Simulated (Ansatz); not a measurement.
Geometry optimisation, RKS CAM-B3LYP/6-31G* in Ansatz.

Input:

```yaml
crystal:
  periodic: [false, false, false]
  atoms:
    - { symbol: Al, position_ang: [0.0, 0.0, 0.0] }
    - { symbol: H, position_ang: [0.0, 0.0, 1.91] }
    - { symbol: C, position_ang: [1.706, 0.0, -0.985] }
    - { symbol: H, position_ang: [2.0356, -1.0462, -1.1552] }
    - { symbol: H, position_ang: [1.5695, 0.508, -1.9624] }
    - { symbol: H, position_ang: [2.4756, 0.5381, -0.3932] }
    - { symbol: C, position_ang: [-1.706, 0.0, -0.985] }
    - { symbol: H, position_ang: [-2.2662, -0.9305, -0.7558] }
    - { symbol: H, position_ang: [-2.3102, 0.8797, -0.6796] }
    - { symbol: H, position_ang: [-1.5043, 0.0508, -2.0753] }
    - { symbol: Si, position_ang: [0.1174, 2.4836, 0.8261] }
    - { symbol: H, position_ang: [0.6937, 2.5244, 2.167] }
    - { symbol: H, position_ang: [0.9517, 3.2614, -0.0852] }
    - { symbol: H, position_ang: [-1.2275, 3.0508, 0.8577] }
    - { symbol: H, position_ang: [0.0459, 0.9717, 1.9763] }
basis:
  gaussian: { orbitals: "6-31G*" }
hamiltonian:
  xc: cam_b3lyp
relax:
  f_tol: 0.15
  max_steps: 25
  restrain:
    - { distance: [0, 10], at: 2.32, k: 30.0 }
    - { distance: [14, 1], at: 0.66, k: 30.0 }
    - { distance: [0, 1], at: 2.76, k: 30.0 }
    - { distance: [14, 10], at: 2.66, k: 30.0 }
```

Command:

```bash
$ ansatz run input.yaml --threads 4 --pin off --max-ram 5120MiB --backend cpu --events-out ev --progress --plain --runs-dir out
```

Where does it end, and by what steps?

The run converged. The restraints hold the end off the free minimum; the threshold counts their pulls, which the force column leaves out. Restrained pairs: Al1–Si11 (2.62 → 2.35 Å), H2–H15 (0.98 → 0.71 Å), Al1–H2 (1.91 → 2.76 Å), Si11–H15 (1.90 → 2.67 Å). After 7 steps the energy has fallen by 2.438 eV (the restraints' own energy left out); Al1 moved furthest, 0.90 Å.

```
step  energy less start (eV)  largest force component (eV/Å)  accepted
   0                  0.0000                           2.692       yes
   1                 -0.9229                           3.247       yes
   2                 -1.3416                           3.692       yes
   3                 -1.9445                           3.540       yes
   4                 -2.2679                           1.816       yes
   5                 -2.3761                           1.132       yes
   6                 -2.4226                           1.440       yes
   7                 -2.4376                           1.528       yes
```

```xyz
15
Properties=species:S:1:pos:R:3
Al 0.032 0.785 -0.449
H -0.149 -0.236 2.109
C 1.711 -0.080 -0.997
H 1.617 -1.166 -1.103
H 2.000 0.299 -1.987
H 2.554 0.127 -0.332
C -1.671 -0.021 -1.015
H -1.792 -1.033 -0.610
H -2.553 0.558 -0.727
H -1.696 -0.128 -2.107
Si 0.120 2.811 0.743
H 0.911 2.680 2.003
H 0.773 3.916 -0.021
H -1.220 3.321 1.160
H -0.056 0.459 1.993
```

Time of the run: 18 s on 4 threads of Arm Neoverse V1 (shared host), peak memory 0.24 GiB.
